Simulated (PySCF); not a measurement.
Compound: C5H10BNP2.
Structure used (PBE0-D3(BJ)/def2-SVP), in Å, numbered top down from 1:
```
atom  x, y, z in Å
C1     2.2974   -1.8338   -0.9934
C2     1.1144   -1.5755   -0.4324
C3     0.9106   -0.5795    0.6364
C4    -0.1545   -0.7855    1.6938
P5    -0.5473    0.5564    0.5379
P6     0.0791    2.4614    1.4097
B7    -1.9469    0.3985   -0.8156
C8    -1.5343    1.4728   -1.8785
N9    -1.1706    2.3116   -2.5949
H10    2.3953   -2.5801   -1.7847
H11    3.2058   -1.3071   -0.6854
H12    0.2229   -2.1161   -0.7694
H13    1.8230   -0.0796    0.9812
H14    0.0883   -0.5350    2.7305
H15   -0.7918   -1.6697    1.5823
H16   -1.2602    2.8614    1.7061
H17    0.0822    3.0979    0.1304
H18   -2.9772    0.6658   -0.2234
H19   -1.8787   -0.7582   -1.1922
```

NICS = −σ at a ghost point: NICS(0) at the centroid of the ring atoms, NICS(1) 1 Å to either side along the normal of their mean plane, zz for the tensor component along that normal. Level: GIAO PBE0/pcSseg-1 (PySCF, non-relativistic, gas phase) on the PBE0-D3(BJ)/def2-SVP geometry, one conformer.

Ring bond lengths (Å), with Mayer bond orders in brackets: C3–C4 1.515 (0.89), C4–P5 1.814 (0.93), P5–C3 1.851 (0.87).

Problem. Give the NICS values of each ring in ppm.

Solution. 
```json
{"ring": "C3–C4–P5", "type": "3-membered ring with P; formal bonds all single", "NICS(0)": "-35.3", "NICS(1), two faces": "-7.8 / -9.0", "NICS(1)zz, two faces": "-19.1 / -20.7", "rms pucker (Å)": "0.00", "centre to ring atoms, mean (Å)": "1.00"}
```

Problem. What can be read from them?

Solution. 
- C3–C4–P5: mean NICS(1)zz -19.9 ppm, shielded. C3, C4, P5 have four or more neighbours, and the NICS criterion for π rings isn't applied. A hydrogen on C3, outside the ring, lies only 1.48 Å from a NICS(1) probe, which then mostly feels that atom. NICS(0) lies 27 ppm below the mean NICS(1).

Problem. What is the mean of the two in-plane components of NICS at the second NICS(1) probe listed for ring C3–C4–P5, 1 Å off the ring?

Solution. The isotropic value is a third of the trace: (3 × -9.0 − (-20.7))/2 = -3.2 ppm.

Problem. Give the inner angles of the rings and the Hirshfeld charges of the ring atoms.

Solution. 
- C3–C4–P5: C3 64.3° (-0.050 e), C4 66.9° (-0.097 e), P5 48.8° (+0.283 e); sum 180.0° against 180° for a flat convex ring.

Problem. What are the shieldings of the ring atoms and their hydrogens in the same run (means over atoms taken as equivalent)?

Solution. 
```csv
atoms,environment,σ isotropic (ppm)
C3,sp3 carbon bound to phosphorus,152.9
C4,sp3 carbon bound to phosphorus,168.9
P5,"phosphorus bonded to B, 2 C and P",494.1
H13,methine hydrogen,29.08
H14,methylene hydrogen,29.48
H15,methylene hydrogen,29.87
```

Problem. How do the values depend on the level or the medium?

Solution. 
```json
{"level": "PBE0/pcSseg-1, gas", "NICS(0), C3–C4–P5": "-35.3", "mean NICS(1)zz, C3–C4–P5": "-19.9"}
{"level": "WP04/pcSseg-1, gas", "NICS(0), C3–C4–P5": "-33.2", "mean NICS(1)zz, C3–C4–P5": "-18.5"}
{"level": "PBE0/pcSseg-1, IEF-PCM acetone", "NICS(0), C3–C4–P5": "-35.5", "mean NICS(1)zz, C3–C4–P5": "-19.8"}
{"level": "PBE0/pcSseg-1, IEF-PCM water", "NICS(0), C3–C4–P5": "-35.5", "mean NICS(1)zz, C3–C4–P5": "-19.8"}
```

The geometry is the same throughout; the continuum's cavity takes Bondi-type radii × 1.2.
